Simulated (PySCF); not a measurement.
## Exercise with solution: chemical shift, span and skew from a shielding tensor

C₄H₁₁B, SMILES CCB(C)C. Atoms are numbered in the order given.

```xyz
16

B      0.2176     0.2701     0.4468
C      0.0778    -1.0471     1.3005
H      0.4325    -1.9356     0.7498
H     -1.0026    -1.2291     1.4662
H      0.5650    -1.0181     2.2872
C      0.8582     1.5596     1.0884
H      1.9420     1.3608     1.2099
H      0.4845     1.7415     2.1113
H      0.7554     2.4826     0.4963
C     -0.2920     0.3258    -1.0476
C     -0.7944    -0.9596    -1.7087
H      0.5068     0.7946    -1.6567
H     -1.0897     1.0989    -1.0521
H     -1.6278    -1.4063    -1.1421
H      0.0002    -1.7222    -1.7618
H     -1.1522    -0.7898    -2.7373
```

Geometry: B3LYP-D3(BJ)/def2-SVP. Other conformers were not sampled.

GIAO shieldings from PBE/pcSseg-1 run with PySCF, non-relativistic, no solvent. The symmetric part of the tensor of C2 has the principal values 146.7, 174.8, 180.2 ppm. The same nucleus in TMS has σ = 182.0 ppm at this level (PySCF, at its B3LYP-D3(BJ)/def2-TZVP geometry).

Q: Work out the isotropic shielding, the ¹³C shift against TMS, the span and the skew.

A: 
σ(iso) = (σ11 + σ22 + σ33)/3 = 167.2 ppm. δ = σ(ref) − σ(iso) = 182.0 − (167.2) = 14.8 ppm.
Span Ω = σ33 − σ11 = 33.5 ppm. Skew κ = 3(σ(iso) − σ22)/Ω = -0.68. Tumbling in solution averages the tensor to δ; in a static solid the shielding alone would spread this spin-1/2 line over Ω.
